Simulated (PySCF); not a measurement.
B3LYP has the VWN-RPA correlation part, as in Gaussian. Excitations are Tamm–Dancoff values on a coarser integration grid. The basis has no diffuse functions, so Rydberg states are missing or too high.

Cartesian coordinates (Å):
SMILES: IB(I)I
```xyz
4

I      2.1089    -0.2630     0.0006
B      0.0000     0.0000     0.0000
I     -0.8267     1.9579     0.0002
I     -1.2822    -1.6949    -0.0008
```
Charge 0, spin multiplicity 1.

### Question
Predict the HOMO–LUMO gap, HOMO, dipole moment, total energy and brightest of the four lowest singlets (TDA) from B3LYP-D3(BJ)/def2-TZVP in PySCF 2.14.0.

### Answer

- HOMO–LUMO gap: 4.50 eV
- HOMO: -7.14 eV
- dipole moment: 0.00 D
- total energy: -918.3567 Ha
- brightest of the four lowest singlets (TDA): 4.58 eV
